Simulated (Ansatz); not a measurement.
The cluster CoSi₃⁺. Total charge 1; triplet. Geometry PBE-D4/def2-SVP, that of the neutral doublet.

```xyz
4

Co   -0.276   -1.108    0.212
Si    0.369    0.203    1.796
Si    0.298    1.197   -0.229
Si   -0.391   -0.292   -1.779
```

At r2SCAN-D4/def2-TZVP the charge 1 triplet is spin-contaminated (final ⟨S²⟩ up to 2.13, 2.00 for a pure state). The structure comes from a short search, and lower isomers may exist.

Problem. Estimate the α-spin orbital energies around the gap (eV) in Ansatz with PBE-D4/def2-TZVP, r2SCAN-D4/def2-TZVP, PBE0-D4/def2-TZVP.

Solution. 
| orbital | PBE-D4/def2-TZVP | r2SCAN-D4/def2-TZVP | PBE0-D4/def2-TZVP |
| --- | --- | --- | --- |
| HOMO−5 | -12.40 | -13.02 | -15.24 |
| HOMO−4 | -12.27 | -12.86 | -14.62 |
| HOMO−3 | -11.98 | -12.47 | -13.81 |
| HOMO−2 | -11.33 | -11.43 | -12.09 |
| HOMO−1 | -10.86 | -11.12 | -11.74 |
| HOMO | -10.78 | -11.04 | -11.59 |
| LUMO | -8.92 | -8.87 | -8.38 |
| LUMO+1 | -8.59 | -8.65 | -8.03 |
| LUMO+2 | -8.59 | -8.53 | -7.91 |
| LUMO+3 | -7.21 | -7.10 | -6.30 |
| LUMO+4 | -5.97 | -5.68 | -5.19 |
| LUMO+5 | -4.36 | -4.07 | -3.40 |
| β HOMO | -10.78 | -11.01 | -11.72 |
| β LUMO | -10.25 | -9.85 | -8.40 |
